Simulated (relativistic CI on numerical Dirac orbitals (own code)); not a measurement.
Slater and spin-orbit integrals, Ho LIX

Calculated at this level of theory: Dirac-Coulomb-Breit CI, KLI orbitals optimised for each configuration, model QED, unscaled Slater integrals (own radial code, finite nucleus).

Slater integrals F^k, G^k are unscaled and averaged over j, outside the closed core 1s2; ζ comes from projecting the Hamiltonian with its Breit term on Σ l·s of the shell.

- 2s²2p⁵: ζ(2p) = 4.7378e+06 cm⁻¹; <r>(2p) = 0.07552, <r^2>(2p) = 0.00695 (bohr units).
- 2p⁶3p: ζ(3p) = 1.3255e+06 cm⁻¹; <r>(3p) = 0.1964, <r^2>(3p) = 0.04466 (bohr units).
- 2s²2p⁴3s: F^2(2p,2p) = 1.2543e+06, ζ(2p) = 4.7988e+06, G^1(2p,3s) = 133930 cm⁻¹; <r>(2p) = 0.0751, <r^2>(2p) = 0.00687, <r>(3s) = 0.2026, <r^2>(3s) = 0.04686 (bohr units).

Averages of the first 10 configurations, taken without configuration mixing, which lowers the lowest level and can move excited configurations by several eV; other configurations of the list can lie among them:

| Configuration | Parity | States | Average energy above the lowest level (eV) |
| --- | --- | --- | --- |
| 2s²2p⁵ | odd | 6 | 294.7 |
| 2s2p⁶ | even | 2 | 1296.7 |
| 2p⁶3s | even | 2 | 9470.3 |
| 2p⁶3p | odd | 6 | 9744.0 |
| 2s²2p⁴3s | even | 30 | 7476.9 |
| 2p⁶3d | even | 10 | 9992.5 |
| 2s²2p⁴3p | odd | 90 | 7760.4 |
| 2s²2p⁴3d | even | 150 | 8009.3 |
| 2s2p⁵3s | odd | 24 | 8446.1 |
| 2s2p⁵3p | even | 72 | 8724.7 |
